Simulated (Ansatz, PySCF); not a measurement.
Dimer: C2H4 (SMILES C=C) (first 6 atoms) with C2H6O (SMILES COC); geometry from B3LYP-D3(BJ)/def2-TZVP.
(charge 0, multiplicity 1):
```xyz
15

C      0.518    -0.504     0.288
C     -0.398     0.437     0.469
H      0.860    -0.790    -0.700
H      0.967    -1.029     1.123
H     -0.735     0.719     1.459
H     -0.842     0.958    -0.371
C      0.704     0.765     4.145
O     -0.654     0.485     3.886
C     -0.966    -0.882     4.042
H      1.364     0.220     3.459
H      0.976     0.501     5.176
H      0.850     1.834     4.001
H     -0.385    -1.507     3.351
H     -2.025    -1.002     3.821
H     -0.771    -1.221     5.067
```

Counterpoise-corrected where a basis set is named; no monomer relaxation. Rows marked so take none.

Rows in STO-3G carry no dispersion term and start afresh at each structure.

The values were computed with Ansatz (an electronic-structure program); PySCF for STO-3G rows. 

Question: One of these levels gives -0.3 kJ/mol for the interaction energy. Which one is it?
A) revPBE/def2-TZVPPD
B) SVWN5/def2-TZVPPD
C) HF/aug-cc-pVDZ
D) HF/STO-3G (no counterpoise)

Answer: D, HF/STO-3G (no counterpoise). The others give 2.2 (HF/aug-cc-pVDZ), -12.7 (SVWN5/def2-TZVPPD), 3.9 (revPBE/def2-TZVPPD)
